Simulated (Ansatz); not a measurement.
Te₁₄Mo₃, relaxed as a singlet with RKS PBE-D4/def2-SVP in Ansatz, starting from a model built from a lattice or polyhedron. Force threshold 0.03 eV/Å.

In the def2 sets Mo, Te take a core potential; there is no spin–orbit coupling. Single mean-field runs in def2-SVP are fitted with def2-universal-jkfit. The restricted singlet is unstable towards broken spin symmetry in Hartree–Fock (as tested in another run); at PBE-D4/def2-SVP this wasn't settled. The relaxation made no stability test and no search for a lower SCF solution. The order of the spin states hangs on the level: the triplet lies 0.08 eV below the singlet at PBE0-D4/def2-SVP, but 0.31 eV above it at PBE-D4/def2-SVP.

Start:

```xyz
17

Mo    1.9445   -0.5113   -0.0787
Mo   -0.5322    1.9434   -0.3340
Mo   -1.4060   -1.3861    0.3896
Te   -0.1601   -0.3418   -1.7727
Te    0.1726    0.3456    1.7724
Te    3.1935    0.5322   -2.2287
Te    3.5298    1.2157    1.2965
Te    2.3392   -2.7738   -1.5326
Te    2.7045   -2.1234    2.0191
Te   -2.6566    2.1128   -2.0194
Te   -2.3712    2.7695    1.5293
Te    0.6722    2.9837   -2.4923
Te    1.0345    3.6453    1.0470
Te   -3.5171   -1.2308   -1.2817
Te   -3.2007   -0.5443    2.2404
Te   -1.0254   -3.6640   -1.0363
Te   -0.7214   -2.9727    2.4822
```

**Question.** Estimate the energy that the relaxation releases and the steps that it takes.

**Answer.** 143.0 kcal/mol, in 11 steps; 62 s on 2 threads of AMD EPYC 7R13 on a shared host and a share (18 GiB) of an NVIDIA H100 80GB HBM3. No frequencies were taken in this run, so the end may be a saddle point.

**Question.** Does the start keep its bonding?

**Answer.** Bonds formed: Te6–Te7, Te6–Te12, Te8–Te9, Te8–Te16, Te9–Te17, Te10–Te11, Te10–Te14, Te12–Te13 (atoms count from 1).

**Question.** Predict the relaxed structure.

**Answer.** 
```xyz
17

Mo    1.646   -0.423   -0.068
Mo   -0.447    1.567   -0.261
Mo   -1.193   -1.166    0.334
Te   -0.172   -0.458   -2.060
Te    0.206    0.340    2.081
Te    3.034    0.983   -2.071
Te    3.314    1.576    1.001
Te    2.306   -2.909   -1.032
Te    2.546   -2.401    1.613
Te   -2.798    1.890   -1.695
Te   -2.523    2.475    1.338
Te    0.995    2.882   -2.232
Te    1.272    3.467    0.802
Te   -3.552   -0.740   -1.140
Te   -3.272   -0.147    1.932
Te   -0.802   -3.723   -0.592
Te   -0.559   -3.212    2.052
```
Bond lengths (bridged metal pairs left out): 18 × Mo–Te 2.70 to 2.81 Å; 12 × Te–Te 2.70 to 3.24 Å.
